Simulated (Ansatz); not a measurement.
Geometry optimisation, Ansatz, RKS PBE/def2-SVP.

Input file:

```yaml
crystal:
  periodic: [false, false, false]
  atoms:
    - { symbol: Ta, position_ang: [0.0, 0.0, 0.0] }
    - { symbol: "N", position_ang: [2.16, 0.0, 0.0] }
    - { symbol: H, position_ang: [2.69, -0.5118, 0.762] }
    - { symbol: H, position_ang: [2.69, 0.5118, -0.762] }
    - { symbol: "N", position_ang: [0.0, 0.0, 2.16] }
    - { symbol: H, position_ang: [-0.2456, -0.8845, 2.69] }
    - { symbol: H, position_ang: [0.2456, 0.8845, 2.69] }
    - { symbol: "N", position_ang: [0.0, 0.0, -2.16] }
    - { symbol: H, position_ang: [-0.6116, -0.6845, -2.69] }
    - { symbol: H, position_ang: [0.6116, 0.6845, -2.69] }
    - { symbol: F, position_ang: [-0.965, 1.6714, 0.0] }
    - { symbol: O, position_ang: [-1.01, -1.7493, 0.0] }
    - { symbol: H, position_ang: [-1.6563, -1.7655, 0.776] }
basis:
  gaussian: { orbitals: def2-SVP }
hamiltonian:
  xc: pbe
relax:
  f_tol: 0.02
  max_steps: 40
output:
  orbitals: {}
```

Launched with:

```bash
$ ansatz run input.yaml --threads 4 --pin off --max-ram 5120MiB --backend cpu --events-out ev --progress --plain --runs-dir out
```

Problem. Where does it end, and by what steps?

Solution. The run converged. After 14 steps the energy has fallen by 1.770 eV; H10 moved furthest, 1.44 Å.

| step | energy less start (eV) | largest force component (eV/Å) | accepted |
| --- | --- | --- | --- |
| 0 | 0.0000 | 2.029 | yes |
| 1 | -1.0089 | 1.828 | yes |
| 2 | -1.2225 | 1.407 | yes |
| 3 | -1.4120 | 0.293 | yes |
| 4 | -1.4786 | 0.317 | yes |
| 5 | -1.5269 | 0.593 | yes |
| 6 | -1.5764 | 0.878 | yes |
| 7 | -1.6320 | 0.756 | yes |
| 8 | -1.7107 | 0.448 | yes |
| 9 | -1.7414 | 0.496 | yes |
| 10 | -1.7637 | 0.130 | yes |
| 11 | -1.7653 | 0.227 | yes |
| 12 | -1.7685 | 0.151 | yes |
| 13 | -1.7695 | 0.034 | yes |
| 14 | -1.7698 | 0.004 | yes |

```xyz
13
Properties=species:S:1:pos:R:3
Ta 0.372 -0.021 0.057
N 2.343 -0.273 0.028
H 2.940 -0.322 0.859
H 2.913 -0.336 -0.822
N -0.352 0.204 1.929
H -0.726 -0.547 2.518
H -0.613 1.119 2.312
N -0.412 0.152 -1.797
H -0.805 -0.615 -2.352
H -0.687 1.056 -2.196
F 0.225 1.902 0.032
O -0.208 -1.869 0.093
H -1.081 -2.293 0.115
```

Whether the end is a true minimum wasn't checked by a vibrational analysis.

The run took 34 s on 4 threads of Arm Neoverse V1 (shared host), peak memory 0.2 GiB.
